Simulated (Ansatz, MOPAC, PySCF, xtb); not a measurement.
Dimer: AsH3 (SMILES [AsH3]) (first 4 atoms) with HBr (SMILES Br); geometry from B3LYP-D3(BJ)/def2-TZVP, rigid monomers moved along the line of their centres of mass till As1···H6 is 2.98 Å.
(charge 0, multiplicity 1):
```xyz
6

As    -0.246    -0.200     0.144
H     -0.931     0.733    -0.842
H     -0.416    -1.419    -0.748
H      1.145     0.109    -0.387
Br    -1.202    -0.244     4.459
H     -0.891    -0.229     3.054
```

Interaction energies are E(AB) − E(A) − E(B) at the monomers' geometry in the complex; basis-set methods are counterpoise corrected. Rows marked so take none.

Correlated levels freeze the cores. Filled d and f shells under p-block atoms count as core. CBS: X⁻³ extrapolation of the correlation energy, Hartree–Fock from the larger set. Rows in 6-31G* carry no dispersion term and start afresh at each structure (6-31G* with six Cartesian d functions); the Pople sets are all-electron and without relativity. MP2/6-31G* freezes PySCF's default core, which leaves 3d correlated. The state that PM7 reach isn't checked; PM7 holds dispersion and hydrogen-bond terms.

Codes used: Ansatz (Gaussian basis) for Hartree–Fock, density functionals and correlated methods; MOPAC for PM7 (differences of heats of formation); PySCF for 6-31G* rows, the dispersion terms; xtb for the GFN methods. Each number belongs to the level named beside it.

```tsv
level	interaction energy (kJ/mol)
PM7	-6.2
GFN1-xTB	-5.4
GFN2-xTB	-8.8
PBE-D3(BJ)/def2-TZVPPD	-12.0
B3LYP-D4/def2-TZVPPD	-10.0
MP2/6-31G* (no counterpoise)	-10.3
SCS-MP2/aug-cc-pVDZ	-7.2
CCSD/aug-cc-pVTZ	…
CCSD(T)/CBS(aug-cc-pVDZ, aug-cc-pVTZ)	…
```

Complete the blanks.


- CCSD/aug-cc-pVTZ, interaction energy (kJ/mol): -7.8
- CCSD(T)/CBS(aug-cc-pVDZ, aug-cc-pVTZ), interaction energy (kJ/mol): -9.4

Ansatz is a first-principles code.
